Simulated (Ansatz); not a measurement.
## Energy profile

The step: GaH₃O ([OH][GaH2]) → GaHO ([O][GaH]) + H₂; bonds formed: H2–H4; bonds broken: Ga1–H2, O3–H4 (atoms numbered as in the saddle structure below).

Ga1  (0.166, 0.209, 0.646)
H2  (-0.833, -0.040, -1.053)
O3  (1.215, -0.770, -0.265)
H4  (0.010, -0.471, -1.013)
H5  (-0.558, 1.073, 1.685)
(Å)

Electronic energies by CCSD(T) at an estimated basis limit (MP2 extrapolated from triple and quadruple zeta, plus CCSD(T) − MP2 in triple zeta), on PBE0-D4/def2-TZVP structures; GaH₃O, closed shell; no counterpoise correction. Program: Ansatz 0.2.0. Basis: def2-TZVPP and def2-QZVPP. Cores are frozen in the correlated methods. Filled d shells of the heavier atoms are correlated. The def2 sets are not built for correlating such inner shells, so the correlated values are less sure here. Extrapolation: Hartree–Fock as exp(−7.88 √X), correlation as X^−2.97.

(1) Give the profile in eV, counted from the start structure. (Judge from chemistry; the value comes from the calculation.)

The T1 diagnostic stays at or below 0.028. The T1 diagnostic is large here, which may signal multireference character or strong orbital relaxation, so CCSD(T) is less sure.

Answers

(1) By the calculation:
```json
{"point": "start structure", "eV": "0.000"}
{"point": "saddle", "eV": "3.038"}
{"point": "end structure", "eV": "2.090"}
{"point": "separated: GaHO (linked as [O][GaH]; Ga1, O3, H5; singlet) + H₂ (H2, H4; singlet)", "eV": "2.135"}
```

For scale, one of the runs: CCSD(T)/def2-TZVPP, 121 basis functions, launched by `ansatz run in.yaml --threads 2 --pin off --events-out ev --progress --plain --max-ram 4352MiB`. The run took about 9 s on 2 CPU threads (shared host).
